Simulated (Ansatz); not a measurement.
Ansatz (an electronic-structure program) was given this input:
Ansatz 0.2 input:
```yaml
crystal:
  periodic: [false, false, false]
  atoms:
    - {symbol: Br, position_ang: [0.00000000, 0.00000000, 0.00000000]}
basis:
  gaussian:
    orbitals: def2-TZVP
hamiltonian:
  xc: r2scan
total_charge: 1
magnetization: {spin_polarized: true, initial_magnetization: 2}
accuracy: high
```

Task: What number of basis functions does R2SCAN/def2-TZVP (Ansatz) give?

Result: 48

Task: Give the total energy at the level R2SCAN/def2-TZVP.

Result: -2573.655313 Ha

Task: Predict the <S^2> from R2SCAN/def2-TZVP.

Result: 2.004
